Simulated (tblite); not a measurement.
Compound: C6H9O2 (doublet state).
Atom-mapped SMILES: `[CH3:1][CH2:2][C:3](=[O:4])[CH:5][C:6]([CH3:7])=[O:8]` (hydrogens: H9, H10, H11 on C1; H12, H13 on C2; H14 on C5; H15, H16, H17 on C7)

Geometry (GFN2-xTB, Å), atoms numbered from 1 in this order:
```xyz
17
C6H9O2 angstrom
C     -2.6663    0.6198   -0.1503
C     -1.6563   -0.5048   -0.2965
C     -0.2853   -0.1096    0.2798
O     -0.1783    0.8415    1.0324
C      0.7550   -0.9318   -0.2348
C      2.1670   -0.6570   -0.1415
C      2.6001    0.6661    0.4157
O      2.9486   -1.5498   -0.4379
H     -2.3669    1.4809   -0.7431
H     -2.7332    0.9312    0.8888
H     -3.6450    0.2889   -0.4900
H     -1.9693   -1.3826    0.2759
H     -1.5528   -0.8020   -1.3403
H      0.4946   -1.8659   -0.7093
H      2.3172    1.4560   -0.2776
H      3.6762    0.6681    0.5637
H      2.0876    0.8631    1.3552
```

The geometry is computed with GFN2-xTB (gas phase). This method treats the open shell by occupation alone, without spin polarisation.

Masses are those of the commonest isotopes; rigid-rotor values at the optimised geometry. The values belong to one conformer with, in the numbering `[CH3:1][CH2:2][C:3](=[O:4])[CH:5][C:6]([CH3:7])=[O:8]`, C1–C2–C3–O4 17°, C2–C3–C5–C6 165°, C3–C5–C6–C7 -7°.

(1) Give the principal moments of inertia and the rotational constants in MHz.

(2) What kind of rotor is it?

(3) Is it planar, by Δ = Ic − Ia − Ib?

(4) Where do the levels up to J = 3 lie, in cm⁻¹?

Answers

(1) Ia = 102.01, Ib = 463.33, Ic = 543.72 u·Å²; 505379 MHz·u·Å²/I gives A = 4954, B = 1091, C = 929.5 MHz.

(2) A near-prolate asymmetric top; Ray's κ = -0.920.

(3) Not planar: Δ = Ic − Ia − Ib = -21.62 u·Å². For a rigid frame Δ = −2 Σ m c², so Σ m c² = 10.81 u·Å² lies off the ab plane: 5.42 from hydrogen and 5.39 from heavier atoms. The atom farthest from that plane is 1.29 Å away.

(4) Above 0(0,0):
J = 1: 1(0,1) 0.0674, 1(1,1) 0.1963, 1(1,0) 0.2016
J = 2: 2(0,2) 0.2020, 2(1,2) 0.3256, 2(1,1) 0.3418, 2(2,1) 0.7284, 2(2,0) 0.7285
J = 3: 3(0,3) 0.4035, 3(1,3) 0.5196, 3(1,2) 0.5519, 3(2,2) 0.9305, 3(2,1) 0.9314, 3(3,1) 1.5884, 3(3,0) 1.5884
The levels of one J sum to (2J + 1)J(J + 1)(A + B + C)/3.

For this open shell read J as N, the rotation without spin; fine and hyperfine splittings come on top. Its GFN2-xTB frequencies are all real (lowest 41 cm⁻¹). No vibrational averaging or centrifugal distortion is included, and the geometry carries the error of its method.

Hardware: an Arm Neoverse V2 with one thread, no GPU, shared host with 96 logical CPUs at a one-minute load of 76. Cost: 0.82 s wall. That covers the optimisation of the geometry.
